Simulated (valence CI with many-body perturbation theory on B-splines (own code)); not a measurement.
## E1 transitions of Dy³³⁺

Computed by relativistic CI+MBPT: five valence electrons over a frozen Dirac-Fock core [Ar] 3d10, radial functions for each j: 9 s, 9 p, 8 d, 6 f, 3 g, 1 h, with the one-electron correlation potential Σ1, the two-electron term Σ2, the three-electron term Σ3, Breit, model QED; selected CI, second order for the rest (own B-spline code, finite nucleus).

The last digits are not significant, and no measured levels were compared; by estimate large intervals hold to a few tenths of a per cent, small ones and those within an open d or f shell to about a per cent. Among the levels kept, up to 270 cm⁻¹ of a level comes from second order outside the variational space, and about a tenth of that is noise between levels of different J, which matters for small intervals.

Lines 51 to 100 of 213 in falling wavelength, among levels below 2158400 cm⁻¹, chosen from the strongest by gf and those to the six lowest levels. Wavelengths and rates use the calculated energies. Electric multipoles are in the length gauge, E1 and E2 with the static RPA response of the core. Weak lines are less certain than strong ones. Lines between different terms over intervals too small for the method are left out, as are lines whose strength nearly cancels. The highest levels of a list are the least certain.

Levels are named by their leading jj configuration (3d3/2^4 stands for four electrons in 3d with j = 3/2), which in mixed levels can hold well under half, so a name can repeat and another be missing. Letters in brackets count levels of one name in rising energy.

| λ vac (nm) | Upper | Lower | A (s⁻¹) | log gf | Branch % |
| --- | --- | --- | --- | --- | --- |
| 16.15 | (4s 4p1/2^2 4p3/2 4d5/2) J=5/2 | (4s^2 4p1/2 4p3/2 4d3/2) J=5/2 [b] | 1.32e+09 | -1.51 | 1.1 |
| 15.94 | (4s 4p1/2^2 4p3/2 4d3/2) J=5/2 [a] | (4s 4p1/2 4p3/2^3) J=3/2 | 9.19e+08 | -1.68 | 4.2 |
| 15.86 | (4s^2 4p1/2^2 4d3/2) J=3/2 | (4s^2 4p1/2 4p3/2^2) J=3/2 | 4.01e+08 | -2.22 | 16.4 |
| 15.84 | (4s 4p1/2^2 4p3/2 4d3/2) J=3/2 [a] | (4s 4p1/2 4p3/2^3) J=3/2 | 1.94e+09 | -1.54 | 6.4 |
| 15.83 | (4s 4p1/2^2 4p3/2 4d3/2) J=7/2 | (4s^2 4p1/2 4p3/2 4d3/2) J=5/2 [a] | 1.04e+09 | -1.51 | 9.4 |
| 15.49 | (4s 4p1/2^2 4p3/2^2) J=1/2 | (4s^2 4p1/2 4p3/2^2) J=1/2 | 1.58e+10 | -0.95 | 14.0 |
| 15.44 | (4s 4p1/2^2 4p3/2 4d3/2) J=1/2 [b] | (4s 4p1/2 4p3/2^3) J=1/2 | 3.84e+09 | -1.56 | 1.7 |
| 15.14 | (4s 4p1/2 4p3/2^3) J=1/2 | (4s^2 4p3/2^3) J=3/2 | 5.72e+09 | -1.41 | 1.4 |
| 14.91 | (4s 4p1/2^2 4p3/2^2) J=3/2 | (4s^2 4p1/2 4p3/2^2) J=1/2 | 3.83e+07 | -3.29 | 0.0 |
| 14.76 | (4s 4p1/2^2 4p3/2 4d5/2) J=3/2 | (4s 4p1/2 4p3/2^3) J=5/2 | 1.88e+10 | -0.61 | 16.8 |
| 14.73 | (4s^2 4p1/2 4p3/2 4d3/2) J=5/2 [b] | (4s^2 4p3/2^3) J=3/2 | 4.89e+08 | -2.02 | 0.1 |
| 14.69 | (4s 4p1/2^2 4p3/2 4d3/2) J=3/2 [b] | (4s^2 4p1/2 4p3/2 4d3/2) J=3/2 [a] | 1.13e+09 | -1.84 | 1.1 |
| 14.68 | (4s^2 4p1/2 4p3/2 4d3/2) J=3/2 [b] | (4s^2 4p3/2^3) J=3/2 | 2.10e+09 | -1.57 | 0.2 |
| 14.57 | (4s 4p1/2^2 4p3/2 4d3/2) J=3/2 [b] | (4s^2 4p1/2 4p3/2 4d3/2) J=1/2 [a] | 2.00e+09 | -1.59 | 2.0 |
| 14.54 | (4s 4p1/2^2 4p3/2 4d3/2) J=3/2 [b] | (4s^2 4p1/2 4p3/2 4d3/2) J=5/2 [a] | 1.08e+10 | -0.86 | 10.7 |
| 14.48 | (4s 4p1/2^2 4p3/2 4d3/2) J=5/2 [b] | (4s^2 4p1/2 4p3/2 4d3/2) J=7/2 | 1.16e+10 | -0.66 | 11.8 |
| 14.37 | (4s^2 4p1/2 4p3/2 4d5/2) J=3/2 [a] | (4s^2 4p3/2^3) J=3/2 | 9.77e+08 | -1.92 | 0.4 |
| 14.20 | (4s 4p1/2^2 4p3/2 4d5/2) J=5/2 | (4s 4p1/2 4p3/2^3) J=5/2 | 3.82e+09 | -1.16 | 3.2 |
| 13.94 | (4s 4p1/2^2 4p3/2^2) J=3/2 | (4s^2 4p1/2 4p3/2^2) J=5/2 | 1.56e+10 | -0.74 | 6.9 |
| 13.93 | (4s 4p1/2^2 4p3/2 4d5/2) J=3/2 | (4s^2 4p1/2 4p3/2 4d3/2) J=3/2 [a] | 5.49e+09 | -1.19 | 4.9 |
| 13.79 | (4s 4p1/2^2 4p3/2 4d5/2) J=3/2 | (4s^2 4p1/2 4p3/2 4d3/2) J=5/2 [a] | 2.05e+09 | -1.63 | 1.8 |
| 13.77 | (4s^2 4p1/2 4p3/2 4d3/2) J=1/2 [b] | (4s^2 4p3/2^3) J=3/2 | 2.26e+09 | -1.89 | 0.3 |
| 13.72 | (4s 4p1/2^2 4p3/2^2) J=1/2 | (4s^2 4p1/2 4p3/2^2) J=3/2 | 3.02e+07 | -3.77 | 0.0 |
| 13.55 | (4s 4p1/2^2 4p3/2 4d5/2) J=3/2 | (4s 4p1/2 4p3/2^3) J=3/2 | 2.04e+09 | -1.65 | 1.8 |
| 13.52 | (4s^2 4p1/2 4p3/2 4d5/2) J=5/2 [a] | (4s^2 4p3/2^3) J=3/2 | 3.77e+09 | -1.21 | 0.9 |
| 13.46 | (4s 4p1/2^2 4p3/2 4d3/2) J=5/2 [b] | (4s 4p1/2 4p3/2^3) J=3/2 | 9.85e+08 | -1.79 | 1.0 |
| 13.43 | (4s 4p1/2^2 4p3/2 4d5/2) J=5/2 | (4s^2 4p1/2 4p3/2 4d3/2) J=3/2 [a] | 3.68e+09 | -1.22 | 3.1 |
| 13.37 | (4s^2 4p1/2^2 4d5/2) J=5/2 | (4s^2 4p1/2 4p3/2^2) J=5/2 | 8.80e+08 | -1.85 | 0.5 |
| 13.26 | (4s 4p1/2^2 4p3/2^2) J=3/2 | (4s^2 4p1/2 4p3/2^2) J=3/2 | 6.17e+09 | -1.19 | 2.7 |
| 13.25 | (4s 4p1/2^2 4p3/2 4d3/2) J=1/2 [b] | (4s^2 4p1/2 4p3/2 4d3/2) J=3/2 [a] | 5.38e+09 | -1.55 | 2.4 |
| 13.16 | (4s 4p1/2^2 4p3/2 4d3/2) J=1/2 [b] | (4s^2 4p1/2 4p3/2 4d3/2) J=1/2 [a] | 1.55e+09 | -2.09 | 0.7 |
| 13.13 | (4s^2 4p1/2 4p3/2 4d5/2) J=3/2 [b] | (4s^2 4p3/2^3) J=3/2 | 7.06e+09 | -1.14 | 1.3 |
| 13.08 | (4s 4p1/2^2 4p3/2 4d5/2) J=5/2 | (4s 4p1/2 4p3/2^3) J=3/2 | 8.70e+08 | -1.87 | 0.7 |
| 12.91 | (4s 4p1/2^2 4p3/2 4d3/2) J=1/2 [b] | (4s 4p1/2 4p3/2^3) J=3/2 | 6.00e+09 | -1.52 | 2.7 |
| 12.74 | (4s^2 4p1/2^2 4d5/2) J=5/2 | (4s^2 4p1/2 4p3/2^2) J=3/2 | 1.75e+09 | -1.59 | 1.1 |
| 12.70 | (4s^2 4p1/2 4p3/2 4d5/2) J=5/2 [b] | (4s^2 4p3/2^3) J=3/2 | 1.20e+09 | -1.76 | 0.2 |
| 12.48 | (4s^2 4p1/2 4p3/2 4d5/2) J=3/2 [c] | (4s^2 4p3/2^3) J=3/2 | 4.20e+09 | -1.41 | 1.3 |
| 12.00 | (4s^2 4p1/2 4p3/2 4d5/2) J=1/2 | (4s^2 4p3/2^3) J=3/2 | 3.07e+09 | -1.88 | 0.5 |
| 11.94 | (4s 4p1/2^2 4p3/2 4d3/2) J=5/2 [a] | (4s^2 4p1/2^2 4d5/2) J=5/2 | 2.60e+09 | -1.48 | 12.0 |
| 11.88 | (4s 4p1/2^2 4p3/2 4d3/2) J=3/2 [a] | (4s^2 4p1/2^2 4d5/2) J=5/2 | 1.27e+09 | -1.97 | 4.2 |
| 11.70 | (4s 4p1/2^2 4p3/2 4d3/2) J=7/2 | (4s^2 4p1/2^2 4d5/2) J=5/2 | 1.45e+09 | -1.62 | 13.1 |
| 11.52 | (4s 4p1/2^2 4p3/2 4d3/2) J=5/2 [a] | (4s 4p1/2^2 4p3/2^2) J=3/2 | 1.86e+09 | -1.65 | 8.6 |
| 11.47 | (4s 4p1/2^2 4p3/2 4d3/2) J=3/2 [a] | (4s 4p1/2^2 4p3/2^2) J=3/2 | 4.55e+09 | -1.44 | 15.0 |
| 11.47 | (4s 4p1/2^2 4p3/2 4d3/2) J=1/2 [a] | (4s 4p1/2^2 4p3/2^2) J=3/2 | 3.86e+09 | -1.82 | 22.1 |
| 11.14 | (4s 4p1/2^2 4p3/2 4d3/2) J=3/2 [a] | (4s 4p1/2^2 4p3/2^2) J=1/2 | 2.01e+09 | -1.82 | 6.6 |
| 10.97 | (4s 4p1/2 4p3/2^3) J=3/2 | (4s^2 4p1/2 4p3/2^2) J=1/2 | 1.00e+08 | -3.14 | 0.3 |
| 10.80 | (4s^2 4p1/2 4p3/2 4d3/2) J=1/2 [a] | (4s^2 4p1/2 4p3/2^2) J=1/2 | 8.23e+07 | -3.54 | 0.9 |
| 10.73 | (4s^2 4p1/2 4p3/2 4d3/2) J=3/2 [a] | (4s^2 4p1/2 4p3/2^2) J=1/2 | 2.30e+08 | -2.80 | 1.2 |
| 10.62 | (4s 4p1/2^2 4p3/2 4d3/2) J=3/2 [b] | (4s 4p1/2^2 4p3/2^2) J=3/2 | 5.93e+09 | -1.40 | 5.9 |
| 10.44 | (4s 4p1/2 4p3/2^3) J=3/2 | (4s^2 4p1/2 4p3/2^2) J=5/2 | 9.03e+08 | -2.23 | 3.1 |
